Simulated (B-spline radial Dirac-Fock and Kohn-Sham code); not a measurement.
**Xe⁶⁺ 3d5/2: cross section and angular parameters**

System: Xe⁶⁺, 1s2 2s2 2p6 3s2 3p6 3d10 4s2 4p6 4d10 5s2; threshold 757.6 eV (orbital energy of the model). Level of theory: Dirac-Hartree-Slater photoionisation with a Latter tail; cross sections with all multipoles, angular parameters from the dipole term and its interference with E2; a radial B-spline solver.

For linearly polarised light dσ/dΩ = σ/(4π) [1 + β P₂(cos θ) + (δ + γ cos²θ) sin θ cos φ], with θ from the polarisation vector and φ the angle between the beam and the projection of the electron momentum on the plane normal to the polarisation.

```
hν (eV)  σ (kb)      β       γ       δ
    800    1390  0.427  -0.060  -0.007
    897    1060  0.658  -0.097   0.001
   1000     825  0.839  -0.099   0.011
   2820    44.6  1.198   0.541   0.086
   2860    42.7  1.195   0.553   0.087
   3740    17.9  1.131   0.778   0.115
   4160    12.6  1.098   0.867   0.128
   4740       ?      ?       ?       ?
   5090    6.31  1.029   1.034   0.157
 5414.7    5.09  1.006   1.084   0.167
   5860    3.86  0.977   1.148   0.181
   6000    3.55  0.968   1.166   0.186
   6920    2.13  0.913   1.277   0.215
   7680    1.46  0.872   1.355   0.238
   8230    1.13  0.845   1.406   0.255
 9251.7   0.733  0.799   1.491   0.286
  12000   0.273  0.697   1.665   0.366
```

Question: Give the values at 4740 eV.

Answer: σ = 8.06 kb, β = 1.054, γ = 0.975, δ = 0.146.

Values without a named source are computed, but for edge energies of neutral atoms, which are taken from tables.
